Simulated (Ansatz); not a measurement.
Reaction (ligand exchange at a Ti–S bond): `[OH][Ti]([F])([F])[SH]` + H–F → `[OH][Ti]([F])([F])[F]` + H₂S

Program: Ansatz. Geometries: PBE0-D4/def2-TZVP. ΔE: electronic, gas phase. CBS: MP2 limit from def2 TZ/QZ plus the TZ coupled-cluster correction, frozen cores. This one scheme is used for every species. DFT in def2-TZVPP. B3LYP here is the variant with VWN-RPA as its local correlation; programs differ in this. For Ti outer-core shells are correlated without core-valence functions, which leaves a few kJ/mol of doubt a bond. Scalar relativity is left out up to krypton. Each species was taken in one conformer, which may not be the lowest.

`[OH][Ti]([F])([F])[SH]`:

Cartesian coordinates in Å:
```
O 1.628 -0.370 0.438
Ti -0.055 -0.357 -0.074
F -0.291 -1.280 -1.547
F -1.134 -0.980 1.158
S -0.526 1.849 -0.437
H 2.179 -0.416 1.221
H -1.802 1.554 -0.759
```

H–F:

Cartesian coordinates in Å:
```
F 0.138 0.398 0.185
H -0.138 -0.398 -0.185
```

`[OH][Ti]([F])([F])[F]`:

Cartesian coordinates in Å:
```
O -0.531 0.722 -1.002
Ti 0.234 -0.292 0.219
F 1.296 -1.436 -0.571
F 1.144 0.706 1.333
F -0.990 -1.141 1.138
H -1.153 1.441 -1.118
```

H₂S:

```xyz
3

S    -0.206    0.042   -0.583
H     0.060   -0.986    0.236
H     0.146    0.944    0.346
```

Problem. Is it downhill or uphill in electronic energy at CCSD(T)/CBS, and by how much? (Estimate.)

Solution. Ansatz gave: Downhill: ΔE = -67.0 kJ/mol.

Problem. What do these levels give: r2SCAN-D4, B3LYP-D4, ωB97X-V, B2PLYP, PBE, r2SCAN, PBE0, SCS-MP2/def2-TZVPP, HF/def2-QZVPP, HF/CBS(def2), MP2/CBS(def2), CCSD/CBS(def2)? (Best estimate.)

Solution. Ansatz gave: r2SCAN-D4 -79.1, B3LYP-D4 -77.9, ωB97X-V -88.1, B2PLYP -77.8, PBE -77.4, r2SCAN -80.1, PBE0 -75.5, SCS-MP2/def2-TZVPP -75.2, HF/def2-QZVPP -98.7, HF/CBS(def2) -98.9, MP2/CBS(def2) -59.3, CCSD/CBS(def2) -74.8 kJ/mol.

Largest T1 diagnostic among the species: 0.024, so the coupled-cluster value is less sure than usual.

The D4 term adds +7.0 kJ/mol with B3LYP and +3.8 kJ/mol with PBE0; it sums over pairs of atoms, weighted by their polarisabilities, and B3LYP, whose exchange is more repulsive, gets the larger term. In def2-TZVPP, CCSD(T) changes the Hartree–Fock value by +23.9 kJ/mol (the triples alone add +7.8 kJ/mol) and MP2 by +31.7 kJ/mol.
